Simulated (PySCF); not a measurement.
C5H6OS.
Cartesian coordinates in Å at the GFN2-xTB level; atoms count from 1:
```
atom  x, y, z in Å
C1     2.4150    0.2425    0.2027
O2     1.4468   -0.3899   -0.5995
C3     0.1586   -0.1957   -0.2642
C4    -0.9154   -0.7094   -0.9260
C5    -2.1432   -0.3246   -0.3407
C6    -1.9936    0.4666    0.7470
S7    -0.3315    0.7713    1.0987
H8     2.2732    1.3285    0.2078
H9     2.3717   -0.1229    1.2342
H10    3.3801   -0.0028   -0.2360
H11   -0.8227   -1.3340   -1.7940
H12   -3.1001   -0.6293   -0.7247
H13   -2.7434    0.9003    1.3768
```

Method used: PBE0/def2-SVPD in PySCF (dipole) on a GFN2-xTB geometry, gas phase.

Take the most abundant isotopes and a rigid rotor. The values belong to one conformer with, in the numbering `[CH3:1][O:2][c:3]1[cH:4][cH:5][cH:6][s:7]1`, C1–O2–C3–C4 179°.

(1) Give the principal moments of inertia and the rotational constants in MHz.

(2) What kind of rotor is it?

(3) What does the inertial defect say?

(4) Give the other two planar moments, Paa and Pbb, and the rms extents of the mass along the axes.

(5) Which lines would a microwave search look for?

Answers

(1) Ia = 103.24, Ib = 260.99, Ic = 361.03 u·Å²; 505379 MHz·u·Å²/I gives A = 4895, B = 1936, C = 1400 MHz.

(2) An asymmetric top. Ray's parameter κ = (2B − A − C)/(A − C) = -0.693; −1 is the prolate and +1 the oblate limit.

(3) Not planar: Δ = Ic − Ia − Ib = -3.20 u·Å². For a rigid frame Δ = −2 Σ m c², so Σ m c² = 1.60 u·Å² lies off the ab plane, practically all of it from hydrogen. The atom farthest from that plane is 0.89 Å away.

(4) Paa = Σ m a² = (Ib + Ic − Ia)/2 = 259.39 and Pbb = Σ m b² = (Ia + Ic − Ib)/2 = 101.64 u·Å². With the mass M = 114.01 u, the rms extents √(P/M) along a, b and c are 1.51, 0.94, 0.12 Å.

(5) The dipole components are |μa| = 0.67 D, |μb| = 0.66 D, |μc| = 0.02 D. Intensities carry the squares of the components, which stand as 1.00 : 0.95 : 0.00 (a : b : c). Some lines, for components of 0.1 D or more:

| type | branch | J(Ka,Kc) | MHz | lower level (cm⁻¹) |
| --- | --- | --- | --- | --- |
| a | Q | 3(2,1) ← 3(2,2) | 326 | 1.098 |
| a | Q | 1(1,0) ← 1(1,1) | 537 | 0.210 |
| a | Q | 2(1,1) ← 2(1,2) | 1610 | 0.415 |
| b | R | 3(1,2) ← 2(2,1) | 1893 | 0.764 |
| b | Q | 1(1,0) ← 1(0,1) | 3495 | 0.111 |
| b | R | 1(1,1) ← 0(0,0) | 6295 | 0.000 |
| a | R | 2(0,2) ← 1(0,1) | 6606 | 0.111 |
| a | R | 2(1,1) ← 1(1,0) | 7209 | 0.228 |
| b | Q | 2(2,0) ← 2(1,1) | 8942 | 0.468 |
| b | R | 2(1,2) ← 1(0,1) | 9094 | 0.111 |
| a | R | 3(1,3) ← 2(1,2) | 9165 | 0.415 |
| a | R | 3(0,3) ← 2(0,2) | 9749 | 0.332 |
| a | R | 3(2,2) ← 2(2,1) | 10009 | 0.764 |
| a | R | 3(2,1) ← 2(2,0) | 10268 | 0.767 |
| b | Q | 2(2,1) ← 2(1,2) | 10486 | 0.415 |
| b | Q | 3(3,0) ← 3(2,1) | 15853 | 1.109 |
| b | Q | 3(3,1) ← 3(2,2) | 16174 | 1.098 |
| b | R | 3(3,0) ← 2(2,1) | 26188 | 0.764 |

No GFN2-xTB frequencies stand behind this structure, so it isn't proved a minimum. Zero-point vibration and centrifugal distortion are left out. A rigid rotor knows nothing of internal rotation, which can split or shift real lines.
